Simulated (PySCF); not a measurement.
## From computed data to an observable: refractive index and permittivity of the vapour

Si(H)(Cl)(vinyl)(NH2) (C₂H₆ClNSi), SMILES C=C[SiH](N)Cl.

Geometry: PBE0-D3(BJ)/def2-SVP. The values are those of a single conformer.

PBE/def2-TZVP in PySCF gives a mean static polarisability of 69.4 bohr³ and a dipole moment of 1.86 D. Take an ideal gas at 298.15 K and 0.1 bar, whether or not the substance is that volatile.

Question: Work out n − 1 in the optical limit and the static ε − 1.

Answer: 
Polarisability volume α' = 69.4 × 0.148185 = 10.28 Å³. Number density N = p/kT = 2.43e-6 Å⁻³.
Dilute limit of Lorentz–Lorenz: n − 1 = 2π N α' = 0.00016.
Orientation term of Debye: μ²/(3kT) = 8.098 Å³ × μ²(D²) = 28.02 Å³.
ε − 1 = 4π N (α' + μ²/3kT) = 0.0012. Orientation of the dipole supplies 73 % of the static response; it can't follow optical fields. Vibrational polarisation and dispersion are left out.
